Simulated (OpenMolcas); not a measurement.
## Cl²⁺: effect of the level shift or regulariser

```
Program             : OpenMolcas
Basis               : ANO-RCC [8s7p5d4f2g]
Scalar Hamiltonian  : DKH2, point nucleus
Active space        : 5 electrons in 8 orbitals (3s 3p 4s 4p)
State averaging     : 2S+1 = 4 odd, 1 root; 2S+1 = 2 odd, 11 roots; 2S+1 = 4 even, 3 roots; 2S+1 = 2 even, 9 roots
Spin-orbit coupling : RASSI with atomic mean-field integrals over the reference wave functions, term energies averaged over their components
```

Methods on the same reference wave functions:
A. CASSCF
B. MS-CASPT2, IPEA 0.25 Eh, imaginary shift 0.1 Eh (closed shells correlated: 2s 2p)
C. MS-CASPT2, IPEA 0.25 Eh, imaginary shift 0.3 Eh (closed shells correlated: 2s 2p)

Energies in eV above 3s² 3p³ ⁴S°_3/2, the measured ground level; measured values from Moore, Atomic Energy Levels, vol. I, NSRDS-NBS 35 (1971 reprint of NBS Circular 467, 1949).

```tsv
Level	A	B	C	Measured
3s² 3p³ ⁴S°_3/2	0.0000	0.0000	0.0000	0.0000
3s² 3p³ ²D°_3/2	2.7699	2.309	2.309	2.2383
3s² 3p³ ²D°_5/2	2.7810	2.317	2.317	2.2466
3s² 3p³ ²P°_1/2	3.8045	3.770	3.770	3.6962
3s² 3p³ ²P°_3/2	3.8146	3.778	3.778	3.7080
3s 3p⁴ ⁴P_5/2	13.1296	12.683	12.720	12.2149
3s 3p⁴ ⁴P_3/2	13.1989	12.752	12.789	12.2906
3s 3p⁴ ⁴P_1/2	13.2390	12.792	12.829	12.3333
3s 3p⁴ ²D_3/2	18.5566	16.157	16.334	
3s 3p⁴ ²D_5/2	18.5672	16.168	16.345
```

Deviations, from unrounded energies. A percentage is the sum of absolute deviations over the sum of measured energies, with the sign that they share, or ± where signs differ.

```
                        Against measurement  Levels      A     B     C
             mean absolute deviation (cm-1)       7   4600  1900  2100
other terms of the ground configuration (%)       4  +10.8  +2.4  +2.4
                   other configurations (%)       3   +7.4  +3.8  +4.1
```

B lies closest to measurement on these levels and A furthest from it. The largest miss of B in the table is 3s 3p⁴ ⁴P_5/2, by +3800 cm-1. The ranking rests on the paired levels alone, and a cruder setting can come out closer through cancelling errors.

Between B and C the level of the table that moves most is 3s 3p⁴ ²D_3/2, by 1400 cm-1 (lowest in B, highest in C). Moves below CASPT2's spread within the term are not significant.

The mean deviations of B to C differ by less than CASPT2's widest spread within a term (2200 cm-1), so their order carries little weight.

From A to B the spin-free energies of the other terms of 3s² 3p³ shown, above ⁴S°, scale by factors of 0.83 to 0.99.

The lowest spin-free term lies below A's lowest term by 0.267 hartree in B, 0.267 hartree in C.

CASPT2 does not keep the components of a term degenerate, so their means are used; among the terms shown or strongly mixed into the levels shown the widest spread is 2200 cm-1 (3s 3p⁴ ²D, B). Over all roots computed the reference weight is 0.84 to 0.96 in B, 0.86 to 0.96 in C; the roots of lowest weight are the least certain, and an intruder state may touch them. Active for correlation alone: 4p 4s; no level in the range computed is led by a configuration that fills them, so any true level of that kind is missing. Terms of s pⁿ other than that of highest spin mix with s² pⁿ⁻² d, which this space lacks; all of them can be thousands of cm-1 off, and some have no real level of that name. Computed and measured levels are paired by configuration, term and J; levels that our copy of the source lacks, or whose pairing is in doubt (as where it misses far off the trend of its configuration), stay unpaired and out of the deviations. Only configurations of the active space appear. Levels that lie high or do not pair safely by name in every column are left out.

° marks odd parity.
